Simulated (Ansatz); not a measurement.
H$_{2}$AsBF$_{2}$ (SMILES FB(F)[AsH2]), singlet, geometry from GFN2-xTB, with bond 3-2 at 2.4 times its length; CASSCF(2,4)/6-31G (Ansatz, a program for electronic structure).

The Ansatz input:
Ansatz 0.2 input:
```yaml
crystal:
  periodic: [false, false, false]
  atoms:
    - {symbol: B, position_ang: [0.75828798, 0.61623867, -0.17863604]}
    - {symbol: As, position_ang: [-0.76812191, -0.63270893, 0.22835157]}
    - {symbol: H, position_ang: [0.02431856, -2.78792458, -2.54013663]}
    - {symbol: H, position_ang: [-1.72594977, 0.14087207, -0.62617879]}
    - {symbol: F, position_ang: [0.65161493, 1.93058587, -0.12818358]}
    - {symbol: F, position_ang: [1.98399298, 0.20141908, -0.43748951]}
basis:
  gaussian:
    orbitals: 6-31G
hamiltonian:
  xc: hf
magnetization: {spin_polarized: false}
correlation: {active_space: {window: {electrons: 2, orbitals: 4}}}
```

What the program printed (banner, timings and long lists left out):

```
Functional definition: HF
591 factors; integrals over basis functions are off by at most 2.7e-4 eV
mean field evaluation 1: about -66894.0715 eV, gradient 3.0e1 eV
mean field evaluation 2: about -66894.1836 eV, gradient 3.0e1 eV
mean field evaluation 4: about -66896.4176 eV, gradient 2.2e0 eV
mean field evaluation 8: about -66896.4576 eV, gradient 1.8e-1 eV
mean field -66896.45806015 eV, -2458.3994896626 hartree, gradient 2.7e-6 eV, S^2 0.000000; 0 other end points of the search recorded, 0 dependent functions left out
reference -66896.45806015 eV, -2458.3994896626 hartree; 29, 29 occupied and 31, 31 virtual orbitals, 591 factors
state -66899.79311773 eV, -2458.5220507681 hartree
Total energy: -66899.79311773 eV, -2458.5220507681 hartree
```
